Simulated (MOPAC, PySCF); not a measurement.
C3H2O2, SMILES `O=c1cc1O` (C–C–O–H torsion 0°), neutral singlet in the gas phase. 

Cartesian coordinates (Å):
SMILES: O=c1cc1O
```xyz
7

O     -1.2405    -1.8259    -0.1969
C     -0.7492    -0.7346    -0.0938
C     -0.8393     0.6879    -0.0019
C      0.3841     0.1419     0.0321
O      1.6645     0.4684     0.1289
H     -1.4248     1.5949     0.0259
H      2.2052    -0.3328     0.1057
```
Charge 0, multiplicity 1.

All levels are single points at this geometry (B3LYP-D3(BJ)/def2-TZVP); Pople sets use spherical d functions. Orbital energies aren't observables, and empty levels follow the basis.

AM1 in MOPAC gives dipole (D) = 2.14.

**Question.** Estimate the dipole (D) from each of these levels: M06-2X/def2-TZVP in PySCF; B3LYP/3-21G in PySCF; B3LYP/6-311+G** in PySCF; BP86/6-31G* in PySCF; HF/3-21G in PySCF; HF/6-31G* in PySCF; PM6 in MOPAC; PM7 in MOPAC.

**Answer.** 
| level | dipole (D) |
|---|---|
| M06-2X/def2-TZVP in PySCF | 3.40 |
| B3LYP/3-21G in PySCF | 2.93 |
| B3LYP/6-311+G** in PySCF | 3.37 |
| BP86/6-31G* in PySCF | 3.15 |
| HF/3-21G in PySCF | 3.12 |
| HF/6-31G* in PySCF | 3.53 |
| PM6 in MOPAC | 2.54 |
| PM7 in MOPAC | 2.47 |
